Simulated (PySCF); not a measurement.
C5H3Br, SMILES C#CC=C=CBr.

Geometry: TPSSh-D3(BJ)/def2-SVP. The structure was generated by enumeration, and PubChem lists no compound with its InChIKey, so it may never have been made.

The numbers are results of SMD-PBE0/def2-SVP (PySCF), not measurements.

Solvation free energies are E(SMD) − E(gas) at the gas-phase geometry, for 1 M in both phases. Bromine has the revised SMD18 radius of 2.60 Å. In vacuum the dipole moment is 1.26 D.

Q: Estimate the solvation free energies in water, acetone, diethylether. (Estimate from the structure and the level; the computed values follow.)

A: 
```
solvent       ΔG(solv) (kcal/mol)  its non-electrostatic (CDS) part  dipole (D)
------------  -------------------  --------------------------------  ----------
water                        -1.3                               4.0        1.69
acetone                      -6.0                              -1.0        1.67
diethylether                 -5.5                              -1.9        1.56
```
